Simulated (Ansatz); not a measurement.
Born–Oppenheimer molecular dynamics of CH5ClZn (8 atoms, charge 0, multiplicity 1). It starts at the highest image of a converged band. Of that band: Neighbouring images differ by up to 2.1 eV, so the band resolves the path poorly. A vibrational analysis at the climbing image gives 2 clearly imaginary modes (2037i, 139i cm⁻¹): a point of higher order. A lower path may pass nearby, or the ends, which weren't checked, may share the extra mode.

The calculation used RHF/def2-SVP (Ansatz).

```yaml
ensemble: NVE (velocity Verlet)
time_step: 0.5 fs
steps_asked: 200
starting_velocities_drawn_for: 300 K
seed: 2821
```

First frame:

```xyz
8
Properties=species:S:1:pos:R:3
Zn -0.439 0.393 0.066
C -0.004 0.006 2.208
H -0.731 -0.498 2.850
H 0.750 -0.741 1.935
H 0.505 0.781 2.788
Cl 0.251 -0.179 -1.884
H -1.681 1.443 0.862
H -1.047 0.900 1.529
```

How far do the bonds stretch over the last three quarters of this one trajectory? (Pairs bonded in most of those frames.)


| bond | mean (Å) | spread (Å) | shortest | longest |
| --- | --- | --- | --- | --- |
| Zn1–C2 | 1.994 | 0.088 | 1.86 | 2.11 |
| Zn1–Cl6 | 2.175 | 0.019 | 2.14 | 2.21 |
| C2–H3 | 1.096 | 0.005 | 1.09 | 1.10 |
| C2–H4 | 1.102 | 0.014 | 1.07 | 1.13 |
| C2–H5 | 1.094 | 0.009 | 1.07 | 1.11 |
| H7–H8 | 0.753 | 0.049 | 0.68 | 0.82 |

Mean temperature of the second half: 2673 K. The conserved energy stayed within 0.43 meV per atom of its start (net change -0.29 meV per atom), so the integration is sound. The kinetic energy rose, since the run started high on the potential surface and went downhill. It ends in pieces (CH3ClZn + H2), so much of that is their flight and rotation, not heat. A run of 0.1 ps of so small a system gives no equilibrium averages. The orbitals stay closed-shell, which can raise the energy where a bond breaks towards radicals; this wasn't checked here.

Run time: 5.7 min on 1 thread of Arm Neoverse V1 (shared host), peak memory 0.16 GiB.
